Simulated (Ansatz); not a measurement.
Two isomers of CH5FOSSi: A = `O[SiH](S)CF`, B = `OC(S)[SiH2]F`.

Isolated molecules relaxed with PBE0-D4/def2-TZVP in Ansatz; ΔE leaves out vibrations. CCSD(T)/CBS adds triple-zeta CCSD(T) − MP2 to the extrapolated MP2 energy (def2 sets, frozen cores). DFT in def2-TZVPP. B3LYP here is the variant with VWN-RPA as its local correlation; programs differ in this. Each species was taken in one conformer, which may not be the lowest.

Q: Which isomer does CCSD(T)/CBS put lower? Give the gap. (Best estimate.)

A: The calculation gave: A, by 13.9 kcal/mol.

Q: Give E(B) − E(A) in kcal/mol with ωB97M-V, CCSD/def2-TZVPP, B3LYP, B2PLYP, MP2/def2-TZVPP, CCSD(T)/def2-TZVPP, B3LYP-D4. (Estimate.)

A: Ansatz gave: ωB97M-V 14.9, CCSD/def2-TZVPP 14.2, B3LYP 14.7, B2PLYP 14.4, MP2/def2-TZVPP 13.7, CCSD(T)/def2-TZVPP 13.8, B3LYP-D4 14.5. None reverses the order clearly.

Largest T1 diagnostic: 0.012.

In def2-TZVPP, CCSD(T) changes the Hartree–Fock value by −1.5 kcal/mol (the triples alone add −0.3 kcal/mol) and MP2 by −1.7 kcal/mol.
